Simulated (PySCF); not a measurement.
Input of a run (PBE0-D3(BJ)/def2-SVP geometry optimisation, gas phase (PySCF 2.14.0)), started from GFN2-xTB:
```
{"job": {"xc": "PBE0", "basis": "def2-SVP", "d3": "d3bj", "grid": 1, "shake": 0.01, "kind": "geom"}, "charge": 0, "multiplicity": 1}
C     -2.263020    -0.587540     0.176330
C     -1.712640     0.790370    -0.059070
C     -0.408690     0.999950    -0.146410
Al     0.800180    -0.606810     0.062610
N      2.627510     0.227340    -0.151390
H     -2.933170    -0.852260    -0.657900
H     -1.454880    -1.286830     0.260790
H     -2.862600    -0.580010     1.080880
H     -2.444520     1.598920    -0.132510
H     -0.105660     2.044480    -0.300390
H      0.895820    -1.633670    -1.111240
H      1.017430    -1.224100     1.497580
H      2.786400     0.936590     0.571240
H      3.300860    -0.507200    -0.047850
H      2.741630     0.663390    -1.049910
```

Output (energies in Eh, forces in Eh/bohr):
```
step   0  E = -416.98396132  max force = 0.029932
step   1  E = -416.98909404  max force = 0.015751
step   2  E = -416.99017544  max force = 0.007915
step   3  E = -416.99038060  max force = 0.010818
step   4  E = -416.99100703  max force = 0.001370
step   5  E = -416.99104212  max force = 0.000569
step   6  E = -416.99105710  max force = 0.000274
optimisation converged
```

Q: Summarise the run.

A: The energy falls by 4.5 kcal/mol over 7 energy and gradient evaluations, the largest force component goes from 0.0299 to 2.7e-04 Eh/bohr, and the atoms move by 0.198 Å rms after alignment. The bond that changes most is Al4–N5 (ends: aluminium bonded to C, N and 2 H; nitrogen bonded to Al and 3 H), which lengthens by 0.053 Å. Bonds longer at the end by more than 0.005 Å: 10 of 14; shorter: 2. Among the angles that change most is C2–C3–Al4, from 117.2° to 125.1°. The energy never rose by more than 1e-6 Eh on the way. The first step brought 72 % of the lowering.

Q: What are the final bond lengths?

A: C1–C2 1.496 Å, C2=C3 1.344 Å, C3–Al4 1.979 Å, Al4–N5 2.073 Å, C1–H6 1.104 Å, C1–H7 1.103 Å, C1–H8 1.103 Å, C2–H9 1.102 Å, C3–H10 1.104 Å, Al4–H11 1.610 Å, Al4–H12 1.611 Å, N5–H13 1.021 Å, N5–H14 1.021 Å, N5–H15 1.021 Å. Numbering counts from 1 in the input's order; the species is `[NH3+][AlH2-]/[CH]=C\C`.

The run used 124 basis functions and 48 SCF cycles in all. Hardware: Arm Neoverse V2, one thread, shared host with 96 logical CPUs at a one-minute load of 64. Cost: 38 s, 0.51 GiB resident at most.

No PBE0-D3(BJ)/def2-SVP frequencies stand behind this structure, so it isn't proved a minimum. One conformer, not necessarily the lowest.

Shape of the structure used: `[CH3:1]/[CH:2]=[CH:3]\[AlH2-:4][NH3+:5]`: C2–C3–Al4–N5 179°.
